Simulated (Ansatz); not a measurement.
```json
{"atom": "C", "x (Å)": "1.4000", "y (Å)": "0.0000", "z (Å)": "0.0000"}
{"atom": "C", "x (Å)": "0.7000", "y (Å)": "1.2124", "z (Å)": "0.0000"}
{"atom": "C", "x (Å)": "-0.7000", "y (Å)": "1.2124", "z (Å)": "0.0000"}
{"atom": "C", "x (Å)": "-1.4000", "y (Å)": "0.0000", "z (Å)": "0.0000"}
{"atom": "C", "x (Å)": "-0.7000", "y (Å)": "-1.2124", "z (Å)": "0.0000"}
{"atom": "C", "x (Å)": "0.7000", "y (Å)": "-1.2124", "z (Å)": "0.0000"}
{"atom": "F", "x (Å)": "4.0000", "y (Å)": "0.0000", "z (Å)": "0.0000"}
{"atom": "H", "x (Å)": "1.2425", "y (Å)": "2.1521", "z (Å)": "0.0000"}
{"atom": "H", "x (Å)": "-1.2425", "y (Å)": "2.1521", "z (Å)": "0.0000"}
{"atom": "H", "x (Å)": "-2.4850", "y (Å)": "0.0000", "z (Å)": "0.0000"}
{"atom": "H", "x (Å)": "-1.2425", "y (Å)": "-2.1521", "z (Å)": "0.0000"}
{"atom": "H", "x (Å)": "1.2425", "y (Å)": "-2.1521", "z (Å)": "0.0000"}
```

Basis set: def2-TZVP. Charge 0. Computed with Ansatz (development build ahead of 0.2.0); the lowest solution found for each multiplicity.

Q: How do the multiplicities compare at this shape? Give, from the lowest of each method, PBE0 (unrestricted) for 1, 3; PBE0 (restricted) for 1, 3; HF (unrestricted) for 1, 3; HF (restricted) for 1, 3.

A:

```tsv
method	multiplicity	E (eV)	<S²>
PBE0, unrestricted	1	0.000	0.62
PBE0, unrestricted	3	0.715	2.01
PBE0, restricted	1	0.000	0.00
PBE0, restricted	3	0.374	2.00
HF, unrestricted	1	0.000	1.62
HF, unrestricted	3	0.205	2.67
HF, restricted	1	2.242	0.00
HF, restricted	3	0.000	2.00
```

Caution: other spin multiplicities may lie lower. Caution for PBE0, unrestricted, PBE0, restricted: charge can spread falsely over distant fragments. Caution for PBE0, unrestricted, HF, unrestricted: the unrestricted determinant is spin contaminated. Caution for PBE0, restricted, HF, restricted: an unrestricted determinant lies well below. Caution for HF, unrestricted: the unrestricted determinant is a mixture of spin states.
